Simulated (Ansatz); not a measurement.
Ansatz (a program for electronic structure) input:

Ansatz 0.2 input:
```yaml
crystal:
  periodic: [false, false, false]
  atoms:
    - {symbol: B, position_ang: [-0.14346791, -0.36359341, 0.24688682]}
    - {symbol: N, position_ang: [-1.17068986, 0.62369187, 0.17170936]}
    - {symbol: N, position_ang: [1.14280199, -0.19444410, -0.27851693]}
    - {symbol: H, position_ang: [-0.38992760, -1.35714111, 0.88020854]}
    - {symbol: H, position_ang: [-1.98811896, 0.43102754, -0.40345489]}
    - {symbol: H, position_ang: [1.42008951, 0.61520055, -0.80804573]}
    - {symbol: H, position_ang: [1.87051180, -0.87585427, -0.15548910]}
basis:
  gaussian:
    orbitals: 6-31G
magnetization: {spin_polarized: true, initial_magnetization: 1}
correlation: {method: ccsd_t, electrons: outside_noble_gas}
```

Task: Predict the final energy.

Result: -136.15664 Eh (CCSD(T)/6-31G). The basis has 35 functions.

It need not be the lowest isomer of its formula.
